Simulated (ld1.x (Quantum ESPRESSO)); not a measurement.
# Configuration tests for As (TM)

arsenic, norm-conserving Troullier–Martins (Kleinman–Bylander form), made with ld1.x (Quantum ESPRESSO) 7.5 (PBE, scalar-relativistic). Core [Ar], reference 3d10 4s2 4p3. Waves: 4s (bound): rc 1.25 bohr; 4p (bound): rc 1.55 bohr; 3d (bound): rc 0.60 bohr. Local part: all-electron potential smoothed inside 0.50 bohr (lloc = -1). Core correction: a·sin(br)/r model core inside 0.35 bohr.

Energies are relative to the spin-unpolarised reference configuration 3d10 4s2 4p3; without spin polarisation the order of configurations can differ from experiment. Not all tests gave a result: 1 of 7 tests not solved or not reliable. Left out of the table: 3d9 4s2 4p3 (solver errors, printed error -2700 eV). The frozen-core shift is the all-electron ΔE with the core orbitals held at their reference shape minus the fully relaxed ΔE.

| valence configuration | charge | ΔE all-electron (eV) | error AE − PS (meV) | frozen-core shift (meV) |
| --- | --- | --- | --- | --- |
| 3d10 4s2 4p2 | +1 | 9.149 | +1.0 | +0.9 |
| 3d10 4s2 4p1 | +2 | 27.067 | +7.9 | +3.4 |
| 3d10 4s2 4p0 | +3 | 54.770 | +22 | +9.0 |
| 3d10 4s2 4p2.5 | +0.5 | 3.555 | -0.1 | +0.4 |
| 3d10 4s2 4p3.3 | -0.3 | -1.234 | +0.3 | -0.1 |

**Question.** What are ΔE and the potential's error for 3d10 4s1 4p3?

**Answer.** ΔE = 19.256 eV all-electron; the error (AE − PS) is +4.2 meV.

A variational frozen-core shift is positive and of second order in the change. This column holds negative values, so the frozen-core run of ld1.x carries numerical noise or an error of first order here, and the column gives no more than the rough size of the effect.

A Bessel basis up to 400 Ry misses an occupied level by 0.03 Ry, so cutoffs were not judged. Note: ghost states, extra bound levels that the all-electron valence spectrum of the same l lacks: s at -633.8 eV, p at -233.0 eV (other channels not judged).
